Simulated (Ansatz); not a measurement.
Cost and result for the atomization energy of C₂H₅AlClN, SMILES `[CH3][AlH][C](=N)Cl` (10 atoms, 9 bonds).

Cartesian coordinates in Å:
```
C -0.357 1.763 -0.484
Al -0.562 -0.158 -0.349
C 0.743 -1.262 0.665
N 0.761 -2.503 0.851
Cl 2.067 -0.332 1.407
H -1.128 2.235 -1.096
H 0.621 2.014 -0.906
H -0.384 2.218 0.512
H -1.722 -1.036 -0.987
H -0.037 -2.939 0.387
```

Charge 0, multiplicity 1. The geometry is a stationary point of PBE0-D4/def2-TZVP. It is one conformer, not always the lowest. Program: Ansatz. All runs use 4 threads of an INTEL XEON PLATINUM 8581C on a shared host. Times are those of one run each, without the atoms' runs, and a repeat can differ threefold. Electronic energies, without spin–orbit coupling; frozen cores. CCSD(T)/CBS adds CCSD(T) − MP2 in def2-TZVPP to the MP2 limit, and its time is that of the two runs behind it. T1 = 0.012.

CCSD(T)/CBS is a level of theory with its own doubt, some kJ/mol a heavy atom from the limit and from the frozen cores, so smaller differences don't rank the functionals.

```csv
level,functions,wall time
PBE-D4/def2-TZVPP (with forces),247,1.2 s
PBE0-D4/def2-TZVPP,247,1.5 s
BHLYP-D4/def2-TZVPP,247,1.6 s
CCSD(T)/def2-SVP,103,1.7 s
CAM-B3LYP-D4/def2-TZVPP,247,1.8 s
r2SCAN-D4/def2-TZVPP (with forces),247,2 s
r2SCANh-D4/def2-TZVPP,247,2.2 s
PBE-QIDH/def2-TZVPP,247,2.7 s
ωB97X-V/def2-TZVPP,247,3.3 s
ωB97M-V/def2-TZVPP (with forces),247,4.6 s
MP2/def2-QZVPP,461,11 s
CCSD(T)/def2-TZVPP,247,42 s
CCSD(T)/CBS(def2),–,52 s
```

Q: What atomization energy does each give, and how far from CCSD(T)/CBS? (An estimate is asked.)

A: Ansatz gave: 
| level | atomization (kJ/mol) | difference from CCSD(T)/CBS | per bond |
| --- | --- | --- | --- |
| PBE-D4/def2-TZVPP (with forces) | 3580.8 | 101.9 | 11.3 |
| PBE0-D4/def2-TZVPP | 3497.6 | 18.7 | 2.1 |
| BHLYP-D4/def2-TZVPP | 3364.9 | -114.0 | -12.7 |
| CCSD(T)/def2-SVP | 3268.7 | -210.2 | -23.4 |
| CAM-B3LYP-D4/def2-TZVPP | 3492.2 | 13.3 | 1.5 |
| r2SCAN-D4/def2-TZVPP (with forces) | 3496.9 | 18.0 | 2.0 |
| r2SCANh-D4/def2-TZVPP | 3468.2 | -10.7 | -1.2 |
| PBE-QIDH/def2-TZVPP | 3454.0 | -24.9 | -2.8 |
| ωB97X-V/def2-TZVPP | 3496.1 | 17.2 | 1.9 |
| ωB97M-V/def2-TZVPP (with forces) | 3501.8 | 22.9 | 2.5 |
| MP2/def2-QZVPP | 3501.5 | 22.6 | 2.5 |
| CCSD(T)/def2-TZVPP | 3375.7 | -103.2 | -11.5 |
| CCSD(T)/CBS(def2) | 3478.9 | 0.0 | 0.0 |

At CCSD(T), def2-SVP lies −210.3 kJ/mol from the extrapolated value and def2-TZVPP −103.3 kJ/mol: correlation converges slowly with the basis, and small sets miss more of it in the bonded molecule than in its fragments. The D4 term adds +33.9 kJ/mol with B3LYP and +17.8 kJ/mol with PBE0; it sums over pairs of atoms, weighted by their polarisabilities, and B3LYP, whose exchange is more repulsive, gets the larger term. Leaving LDA and LC-ωPBE aside and taking each functional with its dispersion term where it has one, the values spread over 215.9 kJ/mol, from BHLYP-D4 to PBE-D4. LDA lies +448.6 kJ/mol from PBE without D4, its usual overbinding.

B3LYP here is the variant with VWN-RPA as its local correlation; programs differ in this.
